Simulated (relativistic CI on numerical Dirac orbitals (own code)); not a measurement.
The spin-orbit constant of Mg6+ from its measured fine structure

Problem. The ground term ³P of Mg6+ (2s²2p²) has the measured levels J = 0: 0.0, J = 1: 1107.0, J = 2: 2924.0 cm⁻¹ (NIST levels in Kelleher and Podobedova, J. Phys. Chem. Ref. Data 37, 267 (2008)). Test the interval rule and estimate ζ(2p).

Working.
1. In LS coupling E(J) − E(J − 1) = AJ. The intervals give A = 1107.0 (J = 1), 908.5 (J = 2) cm⁻¹.
2. These values spread by 20 % of their mean, from second-order spin-orbit mixing with other terms and from spin-spin terms.
3. The whole width divided by the sum of the upper J values gives a mean A = 974.7 cm⁻¹.
4. For the Hund term of a shell that is less than half full, A = +ζ/2S with 2S = 2, so ζ = 1949 cm⁻¹.

Check. The value calculated from Dirac-Coulomb-Breit radial functions of this configuration is ζ = 2028 cm⁻¹, 4 % above the estimate from measurement. The same recipe applied to the calculated levels returns 1943 cm⁻¹, which shows the bias of the recipe itself. Where the interval rule fails, the estimate is only rough.
